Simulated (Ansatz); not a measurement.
`CBBC` + H₂O → `CBBO` + CH₄  (formal hydrolysis of a B–C bond)

Isolated molecules relaxed with PBE0-D4/def2-TZVP in Ansatz; ΔE leaves out vibrations. CBS: MP2 limit from def2 TZ/QZ plus the TZ coupled-cluster correction, frozen cores. This one scheme is used for every species. DFT in def2-TZVPP. HSE06 is defined as in plane-wave codes. Each species was taken in one conformer, which may not be the lowest.

```csv
level,ΔE (kcal/mol)
HSE06-D4,-29.2
CAM-B3LYP-D4,-31.5
BHLYP,-31.6
MP2/def2-SVP,-36.2
```

Problem. What does CCSD(T)/CBS give? (An estimate is asked.)

Solution. Ansatz gave: -29.4 kcal/mol. The listed levels differ from it by 0.2, -2.1, -2.2, -6.8 kcal/mol.

Problem. What do rigid-rotor, harmonic-oscillator terms from PBE0-D4/def2-TZVP frequencies (298.15 K, 1 bar) make of the CCSD(T)/CBS value? (Estimate.)

Solution. The calculation gave: ΔZPE = +1.7 kcal/mol, ΔH = -28.2 kcal/mol, ΔS = -16 J/(mol·K), ΔG = -27.1 kcal/mol.

Largest T1 diagnostic among the species: 0.013.

At CCSD(T), def2-SVP lies −6.9 kcal/mol from the extrapolated value and def2-TZVPP −1.2 kcal/mol. Leaving LDA and LC-ωPBE aside and taking each functional with its dispersion term where it has one, the values, not all of them listed here, spread over 2.7 kcal/mol, from CAM-B3LYP-D4 to revPBE-D4. In def2-TZVPP, CCSD(T) changes the Hartree–Fock value by +1.3 kcal/mol (the triples alone add −0.1 kcal/mol) and MP2 by +1.4 kcal/mol.
